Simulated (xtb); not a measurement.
C2H7BO2, SMILES CCB(O)O. All values are semi-empirical tight-binding results from xtb (GFN2-xTB unless named), good for trends rather than for accurate numbers. The structure is a stationary point at GFN2-xTB. One conformer was computed; it need not be the lowest.

Optimised geometry:

Bonds (Å): B1–C2 1.602, B1–O9 1.346, B1–O11 1.366, C2–C3 1.528, C2–H4 1.094, C2–H5 1.094, C3–H6 1.087, C3–H7 1.086, C3–H8 1.089, O9–H10 0.958, O11–H12 0.955. Bond angles (°): C2–B1–O9 120.1, C2–B1–O11 122.4, O9–B1–O11 117.5, B1–C2–C3 114.4, B1–C2–H4 108.9, B1–C2–H5 109.7, C3–C2–H4 108.7, C3–C2–H5 108.9, H4–C2–H5 105.9, C2–C3–H6 110.2, C2–C3–H7 110.1, C2–C3–H8 111.0, H6–C3–H7 107.9, H6–C3–H8 108.7, H7–C3–H8 108.8, B1–O9–H10 113.9, B1–O11–H12 116.4.
Charge 0, spin multiplicity 1.

Computed properties:
orbital gap: 6.90 eV
dipole moment: 1.62 D
zero-point energy: 60.9 kcal/mol
G − E(el) at 298.15 K (modified RRHO): 42.3 kcal/mol
static polarisability (D4 model): 49.0 bohr³
solvation energy, GFN2-xTB/ALPB(water): -7.7 kcal/mol
solvation energy, GFN2-xTB/ALPB(benzene): -4.9 kcal/mol

Computed IR lines (harmonic; lines under 4 % of the strongest left out, lines within 3 cm⁻¹ merged):
ν (cm⁻¹): 548 (m), 639 (s), 775 (m), 953 (m), 960 (m), 1215 (vs), 1312 (s), 1327 (m), 2943 (w), 2962 (w), 3015 (w), 3045 (w), 3053 (w) (against the strongest line: vs over 80 %, s over 45 %, m over 15 %, w over 4 %, vw less)

Computed atomic charges and the Wiberg bond orders between heavy atoms:
charges (e) B1 0.44, C2 -0.15, C3 -0.10, H4 0.03, H5 0.03, H6 0.04, H7 0.04, H8 0.03, O9 -0.45, H10 0.31, O11 -0.49, H12 0.30. Bond orders B1–C2 0.97, C2–C3 1.02, B1–O9 1.21, B1–O11 1.14.
